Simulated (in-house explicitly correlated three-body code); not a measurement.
Computed with an exponentially correlated three-body code. Model: two electrons around a point charge, non-relativistic, variational in 260 exponentially correlated functions (energies converged to about 1e-7 hartree, or 1e-8 relative for large Z).

For two electrons in a singlet the Kohn-Sham orbital is the square root of half the density, so the exact Kohn-Sham potential and energy parts follow from the density alone, and exchange is minus half the Hartree energy. The Kohn-Sham level equals minus the binding energy of the second electron.

Command:
```bash
python run_hyl.py task.json out
```
Settings (lengths in bohr, energies in hartree):
```
Z                      2.88
interaction_strength   1
functions              260
states_tried           13
```

Run time, properties included: 30 s on 1 thread of Intel(R) Xeon(R) Platinum 8488C (Sapphire Rapids) (shared host).

**Those bound S and P states to n = 4 that converged, binding against the one-electron ion.**

Given: nuclear charge 2.88.

Computed: one-electron threshold -4.1472 hartree.

| term | energy (hartree) | binding (eV) | quantum defect |
| --- | --- | --- | --- |
| 1 1S | -6.64920781 | 68.083 | 0.15958 |
| 2 3S | -4.69239293 | 14.835 | 0.19961 |
| 2 1S | -4.62755565 | 13.071 | 0.081943 |
| 2 3P | -4.61416047 | 12.707 | 0.054627 |
| 2 1P | -4.5831576 | 11.863 | -0.013357 |
| 3 3S | -4.37137199 | 6.1 | 0.19229 |
| 3 1S | -4.35439615 | 5.6381 | 0.079535 |
| 3 3P | -4.35105617 | 5.5472 | 0.055708 |
| 3 1P | -4.34176448 | 5.2944 | -0.013777 |
| 4 3S | ? | ? | ? |
| 4 1S | ? | ? | ? |
| 4 3P | -4.26080633 | 3.0914 | 0.055958 |
| 4 1P | -4.25689312 | 2.9849 | -0.013776 |

Problem. What belongs in the row 4 3S?

Solution. energy (hartree): -4.26894638; binding (eV): 3.3129; quantum defect: 0.19009.

Problem. What belongs in the row 4 1S?

Solution. energy (hartree): -4.26213992; binding (eV): 3.1277; quantum defect: 0.078905.

**Converged states only, values per electron or pair.**

```
term  mean r (bohr)  mean r squared (bohr²)  mean inverse r (1/bohr)  mean r12 (bohr)  mean inverse r12 (1/bohr)  mean cosine  mean p1 dot p2 (bohr⁻²)  delta r1 (bohr⁻³)  delta r12 (bohr⁻³)
1 1S        0.60036                 0.49084                    2.568          0.90506                      1.493    -0.045393                  0.27327             6.0046             0.45751
2 3S              ?                       ?                        ?                ?                          ?            ?                        ?                  ?                   -
2 1S         1.7368                  5.2581                   1.6847           3.0106                    0.44875    -0.014781                 0.020229             3.9895            0.053574
2 3P         1.5007                  3.8999                   1.6856            2.574                    0.48057    -0.053264                 -0.26765              3.747                   -
2 1P         1.6137                  4.5667                   1.6717           2.7571                    0.46269    0.0086106                  0.21773             3.8099           0.0078634
3 3S         3.4159                  22.796                   1.5529           6.3413                     0.2021   -0.0038353                0.0044592             3.8627                   -
3 1S         3.6669                   26.54                   1.5473           6.8389                    0.20385   -0.0045838                0.0058778             3.8549            0.015619
3 3P         3.4513                  23.683                   1.5475           6.4166                    0.21147    -0.014331                -0.069414             3.7872                   -
3 1P         3.6182                  26.147                   1.5435           6.7393                    0.20716    0.0024922                 0.064427             3.8039           0.0026722
4 3S         6.0588                  75.827                   1.5022           11.613                    0.11504   -0.0015855                0.0018028             3.8263                   -
4 1S         6.3965                  84.904                      1.5           12.287                    0.11557   -0.0019467                0.0024485             3.8238           0.0065074
4 3P              ?                       ?                        ?                ?                          ?            ?                        ?                  ?                   -
4 1P         6.4214                  86.274                   1.4984           12.336                    0.11684    0.0010326                 0.027089             3.8026           0.0011777
```

Problem. What belongs in the row 2 3S?

Solution. mean r (bohr): 1.5707; mean r squared (bohr²): 4.1842; mean inverse r (1/bohr): 1.7055; mean r12 (bohr): 2.6967; mean inverse r12 (1/bohr): 0.43909; mean cosine: -0.013008; mean p1 dot p2 (bohr⁻²): 0.016321; delta r1 (bohr⁻³): 4.0291.

Problem. What belongs in the row 4 3P?

Solution. mean r (bohr): 6.1992; mean r squared (bohr²): 80.246; mean inverse r (1/bohr): 1.5; mean r12 (bohr): 11.896; mean inverse r12 (1/bohr): 0.11852; mean cosine: -0.0058167; mean p1 dot p2 (bohr⁻²): -0.027793; delta r1 (bohr⁻³): 3.7959.

**Functionals on the exact density and self-consistent, errors are functional minus exact, hybrids only self-consistent, a dash where a self-consistent run leaves the top level unbound.**

| result | exchange error (millihartree) | correlation error (millihartree) | functional driven error (millihartree) | density driven error (millihartree) | self consistent total error (millihartree) | top level plus exact binding (eV) |
| --- | --- | --- | --- | --- | --- | --- |
| r2SCAN | -4.6445 | 3.2733 | -1.3711 | -0.29041 | -1.6616 | 13.048 |
| PBE | 23.858 | -1.0967 | 22.761 | -1.1143 | 21.647 | 14.468 |
| PBE0 | - | - | - | - | 16.325 | 10.586 |
| BP86 | 5.2858 | -1.6696 | 3.6162 | -0.71757 | 2.8987 | 14.322 |
| HSE06 | - | - | - | - | 14.331 | 10.988 |
| BLYP | 5.2858 | -3.8834 | 1.4024 | -1.4701 | -0.067637 | 14.18 |
| PBEsol | 92.917 | -12.841 | 80.075 | -1.1532 | 78.922 | 15 |
| RPBE | -3.0232 | -1.0967 | -4.1198 | -1.2071 | -5.3269 | 14.335 |
| SCAN | -4.6445 | 3.2733 | -1.3711 | -0.29041 | -1.6616 | 13.048 |
| M06-L | -18.033 | -1.2607 | -19.294 | -2.2824 | -21.576 | 12.904 |
| LDA PW92 | ? | ? | ? | ? | ? | ? |
| revTPSS | -3.7124 | -4.8428 | -8.5552 | -0.18042 | -8.7356 | 13.225 |
| LDA VWN5 | 220.15 | -89.58 | 130.57 | -2.0215 | 128.54 | 15.202 |
| AM05 | ? | ? | ? | ? | ? | ? |
| wB97X | - | - | - | - | -5.6765 | 8.2771 |
| TPSS | -4.2646 | -2.0709 | -6.3355 | -0.29182 | -6.6273 | 13.476 |
| B3LYP VWN-RPA | - | - | - | - | -7.0257 | 10.986 |
| OLYP | 3.2978 | -3.8834 | -0.58555 | -1.442 | -2.0275 | 14.273 |
| r2SCAN0 | - | - | - | - | -0.33688 | 9.5638 |
| PW91 | 19.068 | -6.7208 | 12.347 | -1.153 | 11.194 | 14.289 |

Problem. What belongs in the row LDA PW92?

Solution. exchange error (millihartree): 220.15; correlation error (millihartree): -88.953; functional driven error (millihartree): 131.19; density driven error (millihartree): -2.0325; self consistent total error (millihartree): 129.16; top level plus exact binding (eV): 15.211.

Problem. What belongs in the row AM05?

Solution. exchange error (millihartree): 169.35; correlation error (millihartree): -71.94; functional driven error (millihartree): 97.411; density driven error (millihartree): -1.3639; self consistent total error (millihartree): 96.047; top level plus exact binding (eV): 15.204.

**Density and exact potentials over r, pair density (one pair, times 4 pi r12^2) and exact minus Kohn-Sham pair density over r12.**

```
radius (bohr)  radial density (electrons/bohr)  exchange potential (hartree)  intracule density (1/bohr)  Coulomb hole against Kohn-Sham (1/bohr)  correlation potential (hartree)
       0.0745                           0.5472                       -2.5113                    0.033297                                 -0.01235                           -0.042
       0.0868                          0.69286                       -2.4936                    0.045255                                 -0.01615                           -0.038
        0.101                                ?                             ?                           ?                                        ?                                ?
        0.118                           1.0742                       -2.4416                    0.083343                                  -0.0269                           -0.028
        0.137                            1.302                       -2.4059                     0.11161                                 -0.03386                           -0.022
         0.16                           1.5624                       -2.3597                      0.1504                                 -0.04228                           -0.015
        0.186                           1.8286                       -2.3045                     0.19946                                 -0.05138                           -0.008
        0.217                           2.0991                        -2.236                     0.26374                                 -0.06104                                0
        0.253                            2.345                       -2.1546                     0.34384                                 -0.06995                            0.008
        0.294                           2.5377                       -2.0614                     0.43851                                 -0.07648                            0.015
        0.343                                ?                             ?                           ?                                        ?                                ?
        0.399                            2.676                       -1.8308                     0.67083                                 -0.07491                            0.024
        0.465                           2.5759                        -1.697                     0.79166                                 -0.06282                            0.025
        0.542                           2.3546                       -1.5541                     0.89583                                 -0.04245                            0.024
        0.631                           2.0315                       -1.4073                     0.96231                                 -0.01629                            0.021
        0.735                            1.638                       -1.2589                     0.97174                                  0.01099                            0.017
        0.857                           1.2195                        -1.113                      0.9098                                  0.03289                            0.012
        0.998                          0.83209                      -0.97571                     0.77911                                  0.04351                            0.008
         1.16                          0.51535                      -0.85033                     0.60227                                  0.04152                            0.005
         1.35                          0.28233                       -0.7361                     0.41037                                  0.03036                            0.003
         1.58                          0.13062                      -0.63138                     0.23603                                  0.01613                            0.002
         1.84                         0.052452                      -0.54303                     0.11573                                 0.005749                            0.001
```

Problem. What belongs in the row 0.101?

Solution. radial density (electrons/bohr): 0.86589; exchange potential (hartree): -2.4711; intracule density (1/bohr): 0.061247; Coulomb hole against Kohn-Sham (1/bohr): -0.02088; correlation potential (hartree): -0.034.

Problem. What belongs in the row 0.343?

Solution. radial density (electrons/bohr): 2.6583; exchange potential (hartree): -1.9516; intracule density (1/bohr): 0.55087; Coulomb hole against Kohn-Sham (1/bohr): -0.07889; correlation potential (hartree): 0.02.

The density-driven part is never positive, since each functional's own density lowers its energy. Here it is small beside the functional-driven part (median ratio 0.093), the normal case.
